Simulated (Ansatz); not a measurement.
Program: Ansatz. Geometries: PBE0-D4/def2-TZVP. ΔE: electronic, gas phase. CCSD(T)/CBS adds triple-zeta CCSD(T) − MP2 to the extrapolated MP2 energy (def2 sets, frozen cores). This one scheme is used for every species. For Ge outer-core shells are correlated without core-valence functions, which leaves a few kJ/mol of doubt a bond. Scalar relativity is left out up to krypton. Each species was taken in one conformer, which may not be the lowest.

Reaction (substitution at a C–O bond): `ClBC[O][GeH3]` + HCl → `ClBCCl` + `[OH][GeH3]`

```csv
level,ΔE (kJ/mol)
HF/def2-TZVPP,-27.2
MP2/CBS(def2),-37.3
```

(1) What does CCSD(T)/CBS give? (An estimate is asked.)

Largest T1 diagnostic among the species: 0.012.

## Answers

(1) The calculation gave: -31.4 kJ/mol. The listed levels differ from it by 4.2, -5.9 kJ/mol.

The D4 term adds +3.6 kJ/mol with B3LYP and +2.4 kJ/mol with PBE0; it sums over pairs of atoms, weighted by their polarisabilities, and B3LYP, whose exchange is more repulsive, gets the larger term.

B3LYP here is the variant with VWN-RPA as its local correlation; programs differ in this.
